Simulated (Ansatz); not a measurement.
CH$_{6}$NOSbSi, SMILES `C=[N][SbH][SiH2]O`, relaxed with RKS PBE0-D4/def2-TZVP in Ansatz 0.2.0 from a PBE-D4/def2-SVP geometry. The force threshold is 0.005 eV/Å; the program also tests the step.

The species carries charge 0 and has multiplicity 1. Sb takes the def2 core potential.

Start:

```xyz
11

C    -1.037   -1.746    1.006
N    -0.038   -2.032    0.269
Sb    0.175   -1.049   -1.622
Si    0.138    1.356   -0.638
O     1.433    1.528    0.428
H    -1.165   -2.309    1.963
H    -1.825   -0.970    0.817
H     1.901   -1.048   -1.484
H    -1.189    1.556    0.066
H     0.191    2.368   -1.763
H     1.416    2.346    0.957
```

Task: By how much does the energy fall, and how many steps does the optimiser take? (An estimate is asked.)

Result: Computed: 0.10 eV, in 39 steps, 7 of them rejected.

Task: Which bonds change most? (Best estimate.)

Result: Ansatz gave: N2–Sb3 from 2.142 to 2.067 Å; Si4–O5 from 1.687 to 1.652 Å; Sb3–H8 from 1.731 to 1.708 Å; Si4–H9 from 1.515 to 1.494 Å.

Task: Give the relaxed structure. (Best estimate.)

Result: The calculation gave: 
```xyz
11

C    -0.808   -1.664    1.066
N    -0.167   -2.119    0.086
Sb    0.021   -1.050   -1.674
Si    0.074    1.341   -0.693
O     0.997    1.337    0.677
H    -0.926   -2.294    1.958
H    -1.275   -0.670    1.133
H     1.727   -1.109   -1.616
H    -1.307    1.819   -0.385
H     0.622    2.260   -1.735
H     1.041    2.150    1.183
```
